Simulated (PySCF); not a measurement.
**Correlation energy of Ba⁴²⁺ (barium, charge +42)**

[Ne] 3s2 3p2, high-spin 3P determinant. All numbers are calculated (PySCF 2.14, no relativity, point nucleus, in an even-tempered Gaussian basis (16 s from 8 bohr⁻², ratio 2.5; 10 p from 10 bohr⁻², ratio 2.5; 4 d from 42 bohr⁻², ratio 2.7; 4 f from 63 bohr⁻², ratio 2.7)). Frozen: 1s2; 12 electrons correlated; the 17 highest virtual orbitals of each spin left out.

```csv
level,correlation energy (mhartree)
CCSD,-526.58
(T),-1.49
CCSD(T),-528.07
```

Diagnostics: T1 = 0.00093, D1 = 0.0041, largest double amplitude 0.082.

A non-relativistic calculation at this Z misses sizeable relativistic shifts. Spin-orbit coupling is strong in this species (close to jj coupling), so the high-spin LS determinant is a model state, not a physical level.

Cost of the coupled-cluster step: of the order of 40 core-seconds, for 12 correlated electrons.

At this charge a non-relativistic calculation is a model, useful for the Z dependence of the correlation energy.

Spin-orbit coupling is strong in this species, so the high-spin LS determinant is a model state.
